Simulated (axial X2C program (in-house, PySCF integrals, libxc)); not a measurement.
## Low determinants of BiCl at the PBE0 level, two-component

Computed with an in-house all-electron X2C program for linear molecules (integrals from PySCF). Two-component (2c) means X2C with spin–orbit coupling and atomic mean-field two-electron Coulomb and Gaunt terms. Basis: Bi dyall-cv3z [12s14p10d6f1g], Cl dyall-av3z [9s8p3d2f] (cores contracted in-house); Gaussian nuclei, density fitting, unrestricted open shells. Masses: Bi 208.980 u, Cl 34.969 u.

Search at 2.500 Å (vertical energies from the lowest determinant):

```
ΔE (eV)  state  electrons beyond evenly filled partner blocks  electrons in ±ω = 1/2, 3/2, 5/2, 7/2
   0.00  Ω = 0                                           none                            60 28 10 2
   0.66  Ω = 1                              ω = -1/2, ω = 3/2                            59 29 10 2
   1.34  Ω = 2                               ω = 1/2, ω = 3/2                            59 29 10 2
   2.78  Ω = 0                                           none                            58 30 10 2
   2.78  Ω = 1                                    2 × ω = 1/2                            60 28 10 2
   4.35  Ω = 3                                    2 × ω = 3/2                            60 28 10 2
   5.48  Ω = 2                               ω = 1/2, ω = 3/2                            61 27 10 2
```

Lowest determinant, Ω = 0 (closed shell): Re = 2.493 Å, ωe = 299.2 cm⁻¹.

The determinant in row 2 of the search, Ω = 1 (⟨Sz⟩ = 0.94, ⟨Lz⟩ = 0.06 at PBE0), was followed along the bond at PBE0; measured from the minimum of the lowest determinant it gives:

Te = 0.647 eV (5219 cm⁻¹), Re = 2.454 Å, ωe = 321.6 cm⁻¹.

Question: Compare the bond of the determinant in row 2 with that of the lowest one.

Answer: At PBE0 its Re is 0.039 Å shorter and its force constant, which goes as ωe², is 1.16 times that of the lowest determinant. T0 ≈ Te + Δωe/2 = 5219 + (11) = 5230 cm⁻¹.

The search compares states at one distance, so a state with another bond length can lie lower; it is not exhaustive and yields mostly the lowest determinant of each block pattern, so other components and higher states of one pattern are missing. These are energies of single determinants, not of spin-adapted states; PBE0 term energies can be off by some tenths of an eV, and the functional has no current term. Open-shell Ω = 0 determinants with evenly filled partner blocks cannot be reached by this program, so the Ω shown need not be the lowest component. The lowest determinant need not be the ground state where others lie within half an eV. A closed-shell Ω = 0 row of a π² shell mixes the 0⁺ component of the triplet with ¹Σ⁺ and matches no level; 0⁺ can lie lowest.
